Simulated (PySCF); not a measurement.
A run for PySCF: R-M06-2X/def2-TZVPP on CH7NSi (SMILES CN[SiH3]), a point of a torsion scan.

```python
from pyscf import gto, dft

mol = gto.M(
    atom='''
    C    -1.36955881    0.09129355    0.33925940
    N    -0.22446987   -0.28366979   -0.44884300
    Si    1.43031722    0.03047773   -0.13937843
    H    -2.05343078    0.73008490   -0.22992901
    H    -1.03522728    0.64184406    1.21487693
    H    -1.92716805   -0.78895624    0.67705339
    H    -0.48188304   -0.79627055   -1.27695478
    H     2.17790147   -1.22863116   -0.02142212
    H     2.01436070    0.82491745   -1.22845623
    H     1.46719221    0.77300308    1.11839454
    ''',
    basis='def2-tzvpp',
    charge=0, spin=0, verbose=4, max_memory=1800)
mf = dft.RKS(mol, xc='m062x').density_fit(auxbasis='def2-universal-jkfit')
mf.grids.level = 4
mf.conv_tol = 1e-9
mf.max_cycle = 150
mf.kernel()
mf.dip_moment()
```

Program output:

```
PySCF version 2.14.0

[INPUT] verbose = 4
[INPUT] num. atoms = 10
[INPUT] num. electrons = 34
[INPUT] charge = 0
[INPUT] spin (= nelec alpha-beta = 2S) = 0
[INPUT] symmetry False subgroup None
[INPUT] Mole.unit = angstrom
[INPUT] Symbol           X                Y                Z      unit          X                Y                Z       unit  Magmom
[INPUT]  1 C     -1.369558810000   0.091293550000   0.339259400000 AA   -2.588091062385   0.172519806439   0.641107351184 Bohr   0.0
[INPUT]  2 N     -0.224469870000  -0.283669790000  -0.448843000000 AA   -0.424186577517  -0.536058212913  -0.848190342928 Bohr   0.0
[INPUT]  3 Si     1.430317220000   0.030477730000  -0.139378430000 AA    2.702907817049   0.057594562598  -0.263387060372 Bohr   0.0
[INPUT]  4 H     -2.053430780000   0.730084900000  -0.229929010000 AA   -3.880421789952   1.379660508680  -0.434502856992 Bohr   0.0
[INPUT]  5 H     -1.035227280000   0.641844060000   1.214876930000 AA   -1.956296035878   1.212909488079   2.295784672752 Bohr   0.0
[INPUT]  6 H     -1.927168050000  -0.788956240000   0.677053390000 AA   -3.641819810512  -1.490911217867   1.279445478808 Bohr   0.0
[INPUT]  7 H     -0.481883040000  -0.796270550000  -1.276954780000 AA   -0.910626969673  -1.504733260557  -2.413094807654 Bohr   0.0
[INPUT]  8 H      2.177901470000  -1.228631160000  -0.021422120000 AA    4.115637304588  -2.321776400507  -0.040481939808 Bohr   0.0
[INPUT]  9 H      2.014360700000   0.824917450000  -1.228456230000 AA    3.806590039087   1.558868055875  -2.321445830716 Bohr   0.0
[INPUT] 10 H      1.467192210000   0.773003080000   1.118394540000 AA    2.772591448995   1.460764114645   2.113459379809 Bohr   0.0

nuclear repulsion = 116.583314644702
number of shells = 78
number of NR pGTOs = 267
number of NR cGTOs = 202
basis = def2-tzvpp
ecp = {}


******** <class 'pyscf.df.df_jk.DFRKS'> ********
method = DFRKS
initial guess = minao
damping factor = 0
level_shift factor = 0
DIIS = <class 'pyscf.scf.diis.CDIIS'>
diis_start_cycle = 1
diis_space = 8
diis_damp = 0
SCF conv_tol = 1e-09
SCF conv_tol_grad = None
SCF max_cycles = 150
direct_scf = False
XC library pyscf.dft.libxc version 7.1.2
    S. Lehtola, C. Steigemann, M. J. T. Oliveira, and M. A. L. Marques,  SoftwareX 7, 1–5 (2018)
XC functionals = m062x
    Y. Zhao and D. G. Truhlar,  Theor. Chem. Acc. 120, 215 (2008)
    Y. Zhao and D. G. Truhlar,  Theor. Chem. Acc. 120, 215 (2008)
radial grids:
    Treutler-Ahlrichs [JCP 102, 346 (1995); DOI:10.1063/1.469408] (M4) radial grids

becke partition: Becke, JCP 88, 2547 (1988); DOI:10.1063/1.454033
pruning grids: <function nwchem_prune>
grids dens level: 4
symmetrized grids: False
atomic radii adjust function: <function treutler_atomic_radii_adjust>
small_rho_cutoff = 0
Set gradient conv threshold to 3.16228e-05
Initial guess from minao.
tot grids = 195360
******** <class 'pyscf.df.df.DF'> ********
auxbasis = def2-universal-jkfit
init E= -386.633531826592
  HOMO = -0.269559942870053  LUMO = -0.00652287468434309  gap/eV = 7.15760
cycle= 1 E= -386.519244945639  delta_E= 0.114  |g|= 0.31  |ddm|= 2.07
  HOMO = -0.240788335657093  LUMO = 0.0492234978842703  gap/eV = 7.89162
cycle= 2 E= -386.522282210932  delta_E= -0.00304  |g|= 0.307  |ddm|= 0.386
  HOMO = -0.295102612895874  LUMO = 0.0428469711865134  gap/eV = 9.19608
cycle= 3 E= -386.541028517195  delta_E= -0.0187  |g|= 0.0425  |ddm|= 0.19
  HOMO = -0.289293543282795  LUMO = 0.0446436074725725  gap/eV = 9.08689
cycle= 4 E= -386.541411779795  delta_E= -0.000383  |g|= 0.00888  |ddm|= 0.0324
  HOMO = -0.289464543119529  LUMO = 0.0445182336660253  gap/eV = 9.08813
cycle= 5 E= -386.541426564907  delta_E= -1.48e-05  |g|= 0.00273  |ddm|= 0.00646
  HOMO = -0.289464455308668  LUMO = 0.0445291934717389  gap/eV = 9.08843
cycle= 6 E= -386.54142827167  delta_E= -1.71e-06  |g|= 0.000879  |ddm|= 0.00198
  HOMO = -0.289388465929065  LUMO = 0.0445479945225671  gap/eV = 9.08687
cycle= 7 E= -386.541428464327  delta_E= -1.93e-07  |g|= 9.29e-05  |ddm|= 0.000608
  HOMO = -0.28939007624848  LUMO = 0.0445492557608418  gap/eV = 9.08695
cycle= 8 E= -386.541428467573  delta_E= -3.25e-09  |g|= 2.88e-05  |ddm|= 0.00012
  HOMO = -0.289391306129907  LUMO = 0.044548273405006  gap/eV = 9.08696
cycle= 9 E= -386.541428467831  delta_E= -2.58e-10  |g|= 5.65e-06  |ddm|= 3.33e-05
  HOMO = -0.289391251117124  LUMO = 0.0445483953983583  gap/eV = 9.08696
Extra cycle  E= -386.541428467842  delta_E= -1.06e-11  |g|= 2.78e-06  |ddm|= 8.72e-06
converged SCF energy = -386.541428467842
Dipole moment(X, Y, Z, Debye): -0.89388, -0.22748, -0.25890
```

The run converged.

Cost: very roughly 26 core-seconds.
